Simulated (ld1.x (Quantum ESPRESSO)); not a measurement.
An all-electron radial function and its pseudo partner (phosphorus)

Columns: radius, all-electron u(r) and pseudo u(r) of the 3s shell (level -23.23 eV) of phosphorus in the configuration [Ne] 3s2 3p2; PBEsol, scalar-relativistic, ultrasoft scheme, ld1.x (Quantum ESPRESSO) 7.5.

```
r (bohr)  all-electron  pseudo
   0.090        0.1515  0.0807
   0.180       -0.1362  0.1605
   0.270       -0.3388  0.2386
   0.360       -0.3908  0.3142
   0.450       -0.3292  0.3865
   0.540       -0.2012  0.4548
   0.630       -0.0434  0.5185
   0.720        0.1199  0.5770
   0.810        0.2738  0.6298
   0.900        0.4104  0.6766
   0.990        0.5262  0.7170
   1.080        0.6205  0.7509
   1.170        0.6941  0.7781
   1.260        0.7484  0.7985
   1.350        0.7851  0.8121
   1.440        0.8063  0.8189
   1.530        0.8143  0.8189
   1.620        0.8113  0.8123
   1.710        0.7992  0.7992
   1.800        0.7798  0.7798
   1.890        0.7548  0.7548
   1.980        0.7254  0.7254
   2.070        0.6931  0.6931
   2.160        0.6586  0.6586
   2.250        0.6230  0.6230
   2.340        0.5868  0.5868
```

**Question.** How many radial nodes do the two functions have?

**Answer.** The all-electron 3s function has n − l − 1 = 2; the pseudo-wave has 0, since the states of the same l below it are removed with the core.

**Question.** At about which radius was the pseudo-wave matched?

**Answer.** 1.75 bohr, where the columns begin to agree (steps of 0.09 bohr).

**Question.** Where does each function peak?

**Answer.** Outermost all-electron maximum near 1.53 bohr, pseudo maximum near 1.44 bohr (to the table’s step).

**Question.** Is the pseudo-wave norm-conserving?

**Answer.** No, it belongs to an ultrasoft set: the norm inside the radius is not constrained, and the difference is carried by the augmentation charge.
